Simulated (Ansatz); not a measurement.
Job for Ansatz (a quantum-chemistry and plane-wave program): R-PBE/def2-TZVPP on H4OSn (SMILES [OH][SnH3]), atoms moved off the minimum. Elements past Kr take the def2 small-core potentials; no spin–orbit coupling.

Ansatz 0.2 input:
```yaml
crystal:
  periodic: [false, false, false]
  atoms:
    - {symbol: Sn, position_ang: [-0.29927929, 0.02876504, -0.08237638]}
    - {symbol: O, position_ang: [1.53105050, -0.17671180, 0.65797151]}
    - {symbol: H, position_ang: [-0.41161445, 1.49966325, -0.76675159]}
    - {symbol: H, position_ang: [-1.06564226, -0.08150411, 1.35237633]}
    - {symbol: H, position_ang: [-0.49385166, -1.22171554, -1.13541882]}
    - {symbol: H, position_ang: [2.32656405, 0.01068166, -0.04782567]}
basis:
  gaussian:
    orbitals: def2-TZVPP
hamiltonian:
  xc: {name: PBE}
scf: {lower_state_search: off}
output: {forces: true}
```

It printed:

```
WARN ansatz: RAYON_NUM_THREADS=1 ignored (pool sized by the plan → 1); use --threads N
Functional definition: PBE
these checks for a lower state are left out or cut short: stability, starts, cluster_reference, orbital_swaps, neighbouring_geometries, increment
integrals: 0.04 GiB planned
775 factors; their error is unknown
mean field: 0.36 GiB planned
mean field evaluation 1: about -7933.9621 eV, gradient 6.6e1 eV
mean field evaluation 2: about -7812.6960 eV, gradient 1.8e2 eV
mean field evaluation 4: about -7941.1341 eV, gradient 1.4e1 eV
mean field evaluation 8: about -7941.4753 eV, gradient 4.7e-2 eV
mean field evaluation 16: about -7941.4717 eV, gradient 3.0e-4 eV
mean field -7941.47167472 eV, -291.8437011230 hartree, gradient 5.5e-6 eV, S^2 0.000000; 0 other end points of the search recorded, 0 dependent functions left out
the calculation of the forces begins
reference -7941.47172277 eV, -291.8437028890 hartree; 17, 17 occupied and 120, 120 virtual orbitals, 775 factors
Total energy: -7941.47172277 eV, -291.8437028890 hartree
Atom 0 at    -0.299279     0.028765    -0.082376 Å, force     0.844235    -0.366384     0.249370 eV/Å
Atom 1 at     1.531051    -0.176712     0.657972 Å, force     3.318211     0.625132    -2.207151 eV/Å
Atom 2 at    -0.411614     1.499663    -0.766752 Å, force    -0.173366     1.315901    -0.698674 eV/Å
Atom 3 at    -1.065642    -0.081504     1.352376 Å, force    -0.812343    -0.137771     1.015467 eV/Å
Atom 4 at    -0.493852    -1.221716    -1.135419 Å, force    -0.290213    -0.793827    -0.725499 eV/Å
Atom 5 at     2.326564     0.010682    -0.047826 Å, force    -2.886525    -0.643052     2.366487 eV/Å
Dipole moment:    -0.167695     0.093379    -0.347621 e Å
Checks for a lower state left out: stability, starts, cluster_reference, orbital_swaps, neighbouring_geometries, increment
```

The run converged.

Cost: around 1.4 core-seconds (rough).
